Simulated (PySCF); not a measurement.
Basis-set dependence of GeI at r²SCAN

PySCF, UKS reference; doublet, unpaired electrons π ↑; De to Ge + I without counterpoise correction.

```csv
basis,relativity,functions,Re (Å),ωe (cm⁻¹),De (eV),μ (D)
cc-pVDZ-PP,scalar-relativistic core potentials,46,2.547,241,3.20,-1.33
def2-TZVPP,scalar-relativistic core potentials,98,2.525,243,3.26,-1.03
def2-TZVPPD,scalar-relativistic core potentials,113,2.524,243,3.27,-1.02
```

(1) How does each smaller set differ from the one with most functions, def2-TZVPPD?

A positive dipole means Ge(−)I(+). These are scalar-relativistic numbers at best; spin–orbit coupling would shift them, the dissociation energy most. The state is the lowest determinant that a PBE0 search found; another state may lie lower at other levels.

## Answers

(1) cc-pVDZ-PP: +2.3 pm, -0.8 % in ωe, -0.07 eV in De; def2-TZVPP: +0.1 pm, +0.0 % in ωe, -0.01 eV in De. All at r²SCAN; the set with most functions is neither the basis-set limit nor always the best.
